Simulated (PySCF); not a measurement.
# Deuteron quadrupole couplings in `C[Si@H]1[SiH2][Si@H](C2CC2)[SiH2]1`

Compound: C4H14Si4.
SMILES with atom numbers: `[CH3:1][Si@H:2]1[SiH2:3][Si@H:4]([CH:5]2[CH2:6][CH2:7]2)[SiH2:8]1` (hydrogens: H9, H10, H11 on C1; H12 on Si2; H13, H14 on Si3; H15 on Si4; H16 on C5; H17, H18 on C6; H19, H20 on C7; H21, H22 on Si8)

Structure used (PBE0-D3(BJ)/def2-SVP), in Å, numbered top down from 1:
```
atom  x, y, z in Å
C1    -3.8605    0.1102   -0.5397
Si2   -1.9988   -0.1765   -0.4687
Si3   -0.5627    1.6533   -0.0331
Si4    0.8466    0.1723    1.1596
C5     2.0829   -0.6376    0.0064
C6     1.8395   -0.7068   -1.4824
C7     2.9140    0.1819   -0.9511
Si8   -1.0580   -1.1995    1.4471
H9    -4.3979   -0.8480   -0.6084
H10   -4.1980    0.6331    0.3675
H11   -4.1292    0.7225   -1.4142
H12   -1.5228   -0.8996   -1.6939
H13   -1.2351    2.5816    0.9341
H14   -0.0041    2.4604   -1.1652
H15    1.5123    0.6970    2.3942
H16    2.5881   -1.5121    0.4336
H17    2.1307   -1.6244   -2.0004
H18    0.9356   -0.2428   -1.8905
H19    2.7528    1.2642   -0.9837
H20    3.9551   -0.1173   -1.1005
H21   -0.8818   -2.6863    1.4726
H22   -1.8367   -0.7875    2.6617
```

Level: PBE0/pcSseg-1 (PySCF, non-relativistic); Q(2H) = 0.00286 b; rigid geometry, the same for H and D, with no vibrational averaging.

Problem. What are Vzz, η and χzz (234.96 MHz × Q × Vzz) at all hydrogens?

Solution. 
```json
{"atom": "H9", "bonded to": "C1", "bond length (Å)": "1.101", "Vzz (au)": "0.2977", "η": "0.01", "χzz (kHz)": "200"}
{"atom": "H10", "bonded to": "C1", "bond length (Å)": "1.100", "Vzz (au)": "0.2978", "η": "0.01", "χzz (kHz)": "200"}
{"atom": "H11", "bonded to": "C1", "bond length (Å)": "1.101", "Vzz (au)": "0.2978", "η": "0.01", "χzz (kHz)": "200"}
{"atom": "H12", "bonded to": "Si2", "bond length (Å)": "1.500", "Vzz (au)": "0.1411", "η": "0.05", "χzz (kHz)": "95"}
{"atom": "H13", "bonded to": "Si3", "bond length (Å)": "1.500", "Vzz (au)": "0.1427", "η": "0.03", "χzz (kHz)": "96"}
{"atom": "H14", "bonded to": "Si3", "bond length (Å)": "1.498", "Vzz (au)": "0.1432", "η": "0.02", "χzz (kHz)": "96"}
{"atom": "H15", "bonded to": "Si4", "bond length (Å)": "1.498", "Vzz (au)": "0.1427", "η": "0.03", "χzz (kHz)": "96"}
{"atom": "H16", "bonded to": "C5", "bond length (Å)": "1.097", "Vzz (au)": "0.3027", "η": "0.08", "χzz (kHz)": "203"}
{"atom": "H17", "bonded to": "C6", "bond length (Å)": "1.093", "Vzz (au)": "0.3063", "η": "0.07", "χzz (kHz)": "206"}
{"atom": "H18", "bonded to": "C6", "bond length (Å)": "1.095", "Vzz (au)": "0.3017", "η": "0.08", "χzz (kHz)": "203"}
{"atom": "H19", "bonded to": "C7", "bond length (Å)": "1.095", "Vzz (au)": "0.3021", "η": "0.08", "χzz (kHz)": "203"}
{"atom": "H20", "bonded to": "C7", "bond length (Å)": "1.094", "Vzz (au)": "0.3060", "η": "0.08", "χzz (kHz)": "206"}
{"atom": "H21", "bonded to": "Si8", "bond length (Å)": "1.497", "Vzz (au)": "0.1436", "η": "0.01", "χzz (kHz)": "96"}
{"atom": "H22", "bonded to": "Si8", "bond length (Å)": "1.501", "Vzz (au)": "0.1418", "η": "0.03", "χzz (kHz)": "95"}
```

Problem. Average by the element that carries the hydrogen.

Solution. on C: 203 kHz over 8 positions, mean bond length 1.097 Å; on Si: 96 kHz over 6 positions, mean bond length 1.499 Å.

The structure is a single PBE0-D3(BJ)/def2-SVP conformer in the gas phase; no vibrational or solvent corrections. With so small a basis the couplings can be 20 % off.
